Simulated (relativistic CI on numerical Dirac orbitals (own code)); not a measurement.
## Crystal-field levels of Tc3+, 4d4

Calculated by Dirac-Coulomb-Breit CI, separate exchange-only KLI orbitals for each configuration, model QED, valence Slater integrals scaled by 0.9, one configuration in a parametric crystal field (own radial code). With so little scaling, terms lie 10 to 35 % too far apart, which can change the order of excited levels.

Field parameters in Wybourne normalisation: D3d B²₀ = −7Dσ, B⁴₀ = −14Dq − 21Dτ, B⁴₃ = −14√(10/7) Dq. The field is a parameter set, without covalency.

S is read from ⟨S²⟩ = S(S + 1).

Levels (cm⁻¹, degeneracy): 0 (1), 140 (2), 3632 (1), 3737 (1), 3915 (2), 4196 (2), 4488 (1), 4620 (1), 4705 (2), 6044 (1), 6106 (1), 6157 (2).

Question: Which field gives this pattern?
A. D3d, 10Dq = 18050, Dσ = 1200, Dτ = 340 cm⁻¹
B. D3d, 10Dq = 18050, Dσ = 550, Dτ = 340 cm⁻¹
C. D3d, 10Dq = 18050, Dσ = 760, Dτ = 340 cm⁻¹
D. D3d, 10Dq = 18050, Dσ = -330, Dτ = 340 cm⁻¹

Answer: A. D3d, 10Dq = 18050, Dσ = 1200, Dτ = 340 cm⁻¹, ground level with S = 1.06.
